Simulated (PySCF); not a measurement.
Job for PySCF: U-TPSSh/def2-TZVPP on F3W (SMILES [F][W]([F])[F]), 2S+1 = 4, a spin state set in the input, which need not be the lowest. Elements past Kr take the def2 small-core potentials; no spin–orbit coupling.

```python
from pyscf import gto, dft

mol = gto.M(
    atom='''
    W    -0.01446526    0.01676917   -0.01406852
    F     1.79038838   -0.37562635   -0.35257110
    F    -0.78459086   -0.45399983    1.63252585
    F    -1.04921998    0.87982229   -1.32193039
    ''',
    basis='def2-tzvpp',
    ecp={'W': 'def2-tzvpp'},
    charge=0, spin=3, verbose=4, max_memory=1800)
mf = dft.UKS(mol, xc='tpssh').density_fit(auxbasis='def2-universal-jkfit')
mf.grids.level = 4
mf.conv_tol = 1e-9
mf.max_cycle = 150
mf.kernel()
mf.dip_moment()
```

Predict the final total energy.

-366.8445 hartree.
